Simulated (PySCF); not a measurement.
# MoBr₂: from structure and modes to constants

Level of theory: UB3LYP in PySCF with Mo def2-TZVP with ECP28, Br def2-TZVP; scalar-relativistic core potentials, no spin–orbit coupling; density-fitted integrals.

The quintet minimum has C2v symmetry. Masses (u): Mo 97.90541, Br 78.91834.

```xyz
3
charge 0 multiplicity 5, angstrom
Mo   -0.0953    0.6004    0.0000
Br    0.0589   -0.3710    2.2215
Br    0.0589   -0.3710   -2.2215
```

Harmonic wavenumbers (cm⁻¹): 47.5 (a1, ×1), 240.8 (a1, ×1), 306.1 (b2, ×1).

Task: Find the principal moments of inertia and the rotational constants. What kind of rotor is it?

Result: About the centre of mass I = 58.453, 778.94, 837.39 u Å². With B = 16.8576/I this gives 0.2884, 0.02164, 0.02013 cm⁻¹. The molecule is an asymmetric top with κ = -0.99.

Task: Find the vibrational entropy and heat capacity at 298.15 K.

Result: With u = 1.43878 ω/T, each mode gives S = R[u/(eᵘ−1) − ln(1−e⁻ᵘ)] and C = R u² eᵘ/(eᵘ−1)².
```tsv
ω (cm⁻¹)	u	S (J/(mol K))	C (J/(mol K))
47.5	0.229	20.58	8.28
240.8	1.162	7.52	7.44
306.1	1.477	5.79	6.95
```
The sums over all modes are S = 33.9 and C = 22.7 J/(mol K); the softest mode gives 61 % of the entropy.

This need not be the most stable arrangement of these atoms. Other spin states or occupations of the open shell can lie lower.
